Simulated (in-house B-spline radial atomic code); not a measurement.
Ionising F VII (F6+) with different functionals

Computed with an all-electron radial atomic-structure program (B-spline basis): non-relativistic Hamiltonian, point nucleus, spin-polarised at highest spin, spherical fractional occupations for the functionals, the average over the highest-spin determinants for Hartree-Fock. The ionisation energy is the difference of two self-consistent energies, [He] 2s1 → 1s2, without Breit or QED terms; ε is the level of the shell that loses the electron (its least bound occupied spin orbital).

```tsv
method	rung	ΔSCF (eV)	-ε(2s) (eV)
Hartree-Fock	Hartree-Fock	184.86	184.87
HF fractional	Hartree-Fock	184.86	184.87
LDA VWN5	LDA	184.58	172.81
LDA PW92	LDA	184.58	172.81
LDA exchange-only	LDA	183.56	171.76
PBE	GGA	185.69	173.69
PBEsol	GGA	184.98	173.21
BLYP	GGA	?	?
RPBE	GGA	185.85	173.78
PW91	GGA	185.82	173.81
BP86	GGA	185.26	173.66
AM05	GGA	184.57	172.94
OLYP	GGA	186.01	173.84
TPSS	meta-GGA	185.51	174.11
r2SCAN	meta-GGA	184.73	174.35
M06-L	meta-GGA	183.77	174.34
revTPSS	meta-GGA	185.32	174.16
PBE0	global hybrid	185.55	176.61
B3LYP	global hybrid	185.98	176.10
TPSSh	global hybrid	185.46	175.22
M06-2X	global hybrid	185.72	179.65
BHandHLYP	global hybrid	185.85	179.46
r2SCAN0	global hybrid	184.85	177.06
B97-1	global hybrid	?	?
HSE06	range-separated hybrid	185.54	176.18
wB97X	range-separated hybrid	183.59	178.94
CAM-B3LYP	range-separated hybrid	185.87	178.05
LC-wPBE	range-separated hybrid	185.79	179.42
```

Task: What does B97-1 give?

Result: ΔSCF 185.32 eV, and -ε(2s) = 176.04 eV.

Task: What does BLYP give?

Result: ΔSCF 186.06 eV, and -ε(2s) = 173.67 eV.

Task: Among the functionals, which spreads more, the ΔSCF values or the orbital energies?

Result: The orbital energies: ΔSCF values span about 2.50 eV and the orbital energies 7.89 eV.

Task: How do they compare with the NIST value?

Result: NIST lists 185.187 eV (measured, ground level to ground level). Errors run from -1.63 to +0.87 eV; BP86 is closest (+0.07 eV), but part of that can be cancellation, since the calculations leave out relativity, Breit-QED terms. Hartree-Fock also lacks correlation.
